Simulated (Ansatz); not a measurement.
Two members of one family (InP nanocrystals, H-capped), computed with Ansatz in the gas phase; def2 core potentials for In, no spin–orbit coupling. Binding counts from free atoms in the multiplicity of their measured ground term, without zero-point energy. The structures are stationary points that may keep the symmetry of their start.

First: In4P4H14, cut from wurtzite (singlet, charge 0, PBE-D4/def2-SVP geometry).

```xyz
22

In   -1.2363   -1.7671   -2.0444
P    -1.8131   -1.7069    0.6072
In    2.8202   -0.5273   -0.7734
P     0.5708    0.1014   -1.9194
P     1.7904   -0.5912    1.7376
In   -0.6914   -0.1216    2.3295
In   -0.2920    2.5256   -1.5369
P    -0.9858    2.1188    1.0552
H    -0.5028   -3.3335   -2.2248
H    -2.7051   -1.1636   -2.7536
H    -1.6984   -3.0059    1.1966
H    -3.2169   -1.5402    0.8347
H     3.2150   -2.1990   -1.0489
H     3.8862    0.8440   -0.6990
H     0.9799    0.1740   -3.2940
H     2.0798   -1.8330    2.3895
H     2.5327    0.2456    2.6317
H    -1.1858   -0.2101    3.9902
H    -1.8373    2.7631   -2.2974
H     1.0323    3.6432   -1.3923
H    -2.3494    2.4858    1.2952
H    -0.3930    3.0979    1.9168
```

```csv
level,HOMO (eV),LUMO (eV),gap (eV),binding per atom (eV)
PBE-D4/def2-SVP,-5.96,-1.89,4.07,2.43
PBE-D4/def2-TZVP,-6.02,-2.05,3.98,2.45
r2SCAN-D4/def2-TZVP,-6.25,-1.81,4.44,2.46
PBE0-D4/def2-SVP,-6.97,-1.13,5.84,2.42
BHLYP-D4/def2-TZVP,-7.90,-0.50,7.40,2.44
```

Second: In4P4H16, cut from zinc blende, disc (singlet, charge 0, PBE-D4/def2-SVP geometry).

```xyz
24

In   -1.960   -1.582   -1.717
In    0.654   -1.328    2.661
In   -1.300    2.687    0.620
In    2.600    0.231   -1.566
P    -2.533    0.854   -0.847
P    -0.494    1.058    2.549
P     0.501   -1.055   -2.549
P     2.531   -0.861    0.848
H    -2.908   -1.803   -3.159
H    -1.805   -2.588   -0.317
H     1.479   -1.383    4.191
H    -0.457   -2.448    1.948
H    -2.563    3.656    1.320
H     0.115    3.159   -0.258
H     2.127    1.886   -1.379
H     3.987   -0.458   -2.356
H    -3.831    0.720   -0.257
H    -2.969    1.571   -2.008
H    -1.614    0.951    3.436
H     0.297    1.892    3.406
H     1.010   -2.327   -2.971
H     0.341   -0.512   -3.866
H     3.205   -2.117    0.707
H     3.585   -0.204    1.563
```

Task: Estimate how these quantities change from the first to the second (second minus first).

Result: 
```csv
level,Δ HOMO (eV),Δ LUMO (eV),Δ gap (eV),Δ binding per atom (eV)
PBE-D4/def2-SVP,-0.30,0.39,0.69,-0.03
PBE-D4/def2-TZVP,-0.30,0.41,0.71,-0.03
r2SCAN-D4/def2-TZVP,-0.32,0.45,0.77,-0.03
PBE0-D4/def2-SVP,-0.33,0.35,0.69,-0.03
BHLYP-D4/def2-TZVP,-0.38,0.31,0.69,-0.02
```
